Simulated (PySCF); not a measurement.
Match the calculated data to a structure.

All candidates are C5H7ClN2Si.

| technique | computed result |
| --- | --- |
| UV, strongest line | among the 8 lowest singlet transitions: S8 at 7.08 eV (175 nm, f = 0.244) [TDDFT CAM-B3LYP/def2-SVPD] |
| Dipole | 2.98 D [CAM-B3LYP/def2-SVPD] |
| Rotational structure | rotational constants A, B, C: 1.332, 0.970, 0.742 GHz [GFN2-xTB] |
| 1H NMR | chemical shifts (computed TMS as zero) by class: 8.07 (1 H), 7.23 (1 H), 7.07 (1 H), 6.29 (1 H), 5.34 (1 H), 4.45 (1 H), 4.44 (1 H) ppm [GIAO PBE0/pcSseg-1] |
| Polarisability | 105.8 au [CAM-B3LYP/def2-SVPD] |
| NMR, other nuclei | isotropic shieldings of nuclei other than C and H, by class: -129 (1 N), -62 (1 N), 365 (1 Si), 978 (1 Cl) ppm [GIAO PBE0/pcSseg-1] |
| Triplet | lowest triplet excitation (Tamm–Dancoff): 3.54 eV [TDA CAM-B3LYP/def2-SVPD] |
| 13C NMR | chemical shifts (computed TMS as zero) by class: 160.1 (1 C), 159.1 (1 C), 125.0 (1 C), 123.8 (1 C), 57.9 (1 C) ppm [GIAO PBE0/pcSseg-1] |

The electronic properties come from PySCF, for the isolated species, density fitting. Levels stand in brackets. One conformer (not necessarily the lowest) at the GFN2-xTB geometry, without solvent, vibrations or thermal averaging. NMR classes are plain means over equivalent atoms (diastereotopic ones count apart unless rotation or inversion swaps them), as if these changed places fast.

Question: Which candidate is it?
A. `ClC[SiH2]c1ncccn1`
B. `C=CC[Si@@H](Cl)/N=C/C#N`
C. `[SiH3]Nc1ccc(Cl)nc1`
D. `C=NC[Si@H](Cl)/C=C\C#N`

Answer: D. It is `C=NC[Si@H](Cl)/C=C\C#N`. Numbering: `[CH2:1]=[N:2][CH2:3][Si@H:4]([Cl:5])/[CH:6]=[CH:7]\[C:8]#[N:9]`. Its formula, C5H7ClN2Si, gives 4 degrees of unsaturation: 0 rings and 4 π bonds in the structure found. 5 carbons fall into 5 classes; from least to most shielded: alkene CH carbon [C6] (160.1 ppm), imine carbon [C1] (159.1 ppm), alkene CH carbon [C7] (125.0 ppm), nitrile carbon [C8] (123.8 ppm), sp3 carbon bound to nitrogen [C3] (57.9 ppm). Hydrogen classes from least to most shielded: 1 H on an imine carbon, C1 (8.07 ppm), 1 H on an imine carbon, C1 (7.23 ppm), 1 H on an alkene CH carbon, C6 (7.07 ppm), 1 H on an alkene CH carbon, C7 (6.29 ppm), 1 H on a chlorine-bound silicon, Si4 (5.34 ppm), 1 H on an sp3 carbon bound to nitrogen, C3 (4.45 ppm), 1 H on an sp3 carbon bound to nitrogen, C3 (4.44 ppm). The other shieldings belong to: -129 ppm, imine nitrogen [N2]; -62 ppm, nitrile nitrogen [N9]; 365 ppm, chlorine-bound silicon [Si4]; 978 ppm, silicon-bound chlorine [Cl5]. The optimised geometry has point group C1 and is an asymmetric top.

The others, at the same levels:
- `C=CC[Si@@H](Cl)/N=C/C#N` fails: its computed 13C shifts are 150.0 (1 C), 137.6 (1 C), 124.3 (1 C), 119.5 (1 C), 31.7 (1 C) ppm, 1H shifts are 8.02 (1 H), 5.71 (1 H), 5.45 (1 H), 5.44 (1 H), 5.34 (1 H), 2.40 (1 H), 1.99 (1 H) ppm and rotational constant A is 1.161 GHz (against 1.332 GHz).
- `[SiH3]Nc1ccc(Cl)nc1` fails: its computed 13C shifts are 150.9 (1 C), 146.4 (1 C), 142.1 (1 C), 129.4 (1 C), 124.8 (1 C) ppm, 1H shifts are 8.01 (1 H), 7.30 (1 H), 7.02 (1 H), 4.81 (3 H), 3.15 (1 H) ppm and strongest line among the 8 lowest singlet transitions is S3 at 5.42 eV (229 nm, f = 0.430) (against S8 at 7.08 eV).
- `ClC[SiH2]c1ncccn1` fails: it has 4 carbon classes against 5; its computed 13C shifts are 182.3 (1 C), 161.5 (2 C), 126.0 (1 C), 29.7 (1 C) ppm, 1H shifts are 9.01 (2 H), 7.26 (1 H), 4.78 (2 H), 3.56 (2 H) ppm and rotational constant A is 4.114 GHz (against 1.332 GHz).

Each candidate is one conformer, not necessarily the lowest. Dipoles, sizes and rotational constants follow the conformer. The torsions of the flexible species, by atom-mapped SMILES:
- `[CH2:1]=[N:2][CH2:3][Si@H:4]([Cl:5])/[CH:6]=[CH:7]\[C:8]#[N:9]`: C1–N2–C3–Si4 -114°, N2–C3–Si4–Cl5 178°, C3–Si4–C6–C7 45°
- `[CH2:1]=[CH:2][CH2:3][Si@@H:4]([Cl:5])/[N:6]=[CH:7]/[C:8]#[N:9]`: C1–C2–C3–Si4 -104°, C2–C3–Si4–Cl5 179°, C3–Si4–N6–C7 114°
- `[SiH3:1][NH:2][c:3]1[cH:4][cH:5][c:6]([Cl:7])[n:8][cH:9]1`: Si1–N2–C3–C4 2°
- `[Cl:1][CH2:2][SiH2:3][c:4]1[n:5][cH:6][cH:7][cH:8][n:9]1`: Cl1–C2–Si3–C4 180°, C2–Si3–C4–N5 0°
